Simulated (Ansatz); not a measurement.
H₃S₂, charge +1, singlet, geometry from GFN2-xTB; PBE0/STO-3G (Ansatz, a quantum-chemistry and plane-wave program).

The Ansatz input:
Ansatz 0.2 input:
```yaml
crystal:
  periodic: [false, false, false]
  atoms:
    - {symbol: S, position_ang: [0.89863091, -0.20318323, 0.56442505]}
    - {symbol: S, position_ang: [-0.81776582, 0.18767189, -0.54542269]}
    - {symbol: H, position_ang: [1.70492471, -0.24812458, -0.50411846]}
    - {symbol: H, position_ang: [-1.33373201, 1.21504808, 0.18436999]}
    - {symbol: H, position_ang: [-1.66503405, -0.71874195, 0.01571083]}
basis:
  gaussian:
    orbitals: STO-3G
    fitting: {mean_field: cc-pVTZ-JKFIT}
hamiltonian:
  xc: pbe0
total_charge: 1
```

**Question.** What does Ansatz print? Leave out banner, timings and long lists.

**Answer.** 
```
Functional definition: PBE0
332 factors; integrals over basis functions are off by at most 8.3e-4 eV
mean field evaluation 1: about -21464.7525 eV, gradient 1.2e1 eV
mean field evaluation 2: about -21464.9253 eV, gradient 1.1e1 eV
mean field evaluation 4: about -21465.5210 eV, gradient 2.1e-1 eV
mean field evaluation 8: about -21465.5224 eV, gradient 1.2e-4 eV
mean field -21465.52236854 eV, -788.8433971901 hartree, gradient 8.6e-6 eV, S^2 0.000000; 0 other end points of the search recorded, 0 dependent functions left out
reference -21465.52238083 eV, -788.8433976419 hartree; 17, 17 occupied and 4, 4 virtual orbitals, 332 factors
Total energy: -21465.52238083 eV, -788.8433976419 hartree
```
